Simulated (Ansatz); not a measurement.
Spectroscopic constants of BeS, multiplicity 3 (not the ground state: that is measured with 2S+1 = 1).

Constants: fifth-degree fit in 1/R to seven points, most abundant isotopes. In def2 and cc sets the state is the lowest found near the PBE0 minimum, followed along R.

Correlated levels freeze the inner cores; with def2 sets outer-core shells near the valence are correlated too.

The values were computed with Ansatz (Gaussian orbitals). 

```
level                  r_e (Å)  ω_e (cm⁻¹)  ω_e x_e (cm⁻¹)  dipole (D)
------------------  ----------  ----------  --------------  ----------
PBE/def2-TZVPP           1.933  (withheld)             4.7        0.44
PBE0/def2-TZVPP          1.923         742             4.6        0.57
wB97X-V/def2-TZVPP       1.924         749             4.4        0.67
CCSD/def2-TZVPP          1.934         735             4.6           -
CCSD(T)/def2-TZVPP  (withheld)  (withheld)             4.6           -
```

Q: What belongs in the gaps?

A: 
- CCSD(T)/def2-TZVPP, r_e (Å): 1.937
- CCSD(T)/def2-TZVPP, ω_e (cm⁻¹): 729
- PBE/def2-TZVPP, ω_e (cm⁻¹): 722

Ansatz is a program for electronic structure.
